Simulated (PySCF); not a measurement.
C4H7FSi, SMILES C=C/C=C(\F)[SiH3].

Geometry optimised at ωB97X-D3(BJ)/def2-SVP. The structure was generated by enumeration; whether it is a known compound was not checked. The values are those of a single conformer.

Computed with M06-2X/def2-TZVP run with PySCF.

Isolated molecule, no solvent.

| Property | Result |
|---|---|
| total energy | -545.89686 hartree |
| point group | Cs |
| highest occupied level | -7.96 eV |
| lowest empty level | -0.39 eV |
| orbital gap | 7.58 eV |
| dipole moment | 0.279 e·Å |
| quadrupole, principal values (traceless, Buckingham form, about the centre of nuclear charge) | -4.91, -0.63, 5.53 D·Å |
| mean static polarisability | 82.1 bohr³ (12.16 Å³) |
| polarisability, principal values | 53.0, 66.2, 127.0 bohr³ |
